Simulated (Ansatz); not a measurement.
CH₆OSi₂, SMILES `C1O[SiH2][SiH2]1`. The species carries charge 0 and has multiplicity 1. The geometry is a stationary point of PBE0-D4/def2-TZVP.

```xyz
10

C     0.772   -0.102   -0.972
O     0.040    1.137   -0.850
Si   -0.910    1.009    0.522
Si    0.132   -1.066    0.569
H     0.533   -0.576   -1.928
H     1.846    0.105   -0.957
H    -2.363    1.125    0.217
H    -0.583    2.049    1.536
H     1.164   -1.374    1.596
H    -0.632   -2.307    0.267
```

Task: What is the dipole moment at B3LYP/def2-TZVPP? (Best estimate.)

Result: Computed: 1.34 D, with components (0.22, -1.21, 0.55) D in this frame, pointing from negative to positive charge.

Task: And with PBE, r2SCAN, ωB97M-V? (Best estimate.)

Result: The calculation gave: PBE 1.15 D, r2SCAN 1.22 D, ωB97M-V 1.37 D.

Task: Give the Mulliken charges with B3LYP, ωB97M-V, r2SCAN in def2-TZVPP. (Best estimate.)

Result: The calculation gave: 
```
atom  B3LYP  ωB97M-V  r2SCAN
  C1  -0.06    -0.12    0.01
  O2  -0.39    -0.38   -0.40
 Si3   0.39     0.31    0.42
 Si4   0.15     0.07    0.15
  H5   0.09     0.11    0.06
  H6   0.09     0.11    0.06
  H7  -0.08    -0.04   -0.09
  H8  -0.08    -0.04   -0.09
  H9  -0.06    -0.01   -0.06
 H10  -0.06    -0.01   -0.06
```

B3LYP here is the variant with VWN-RPA as its local correlation; programs differ in this.
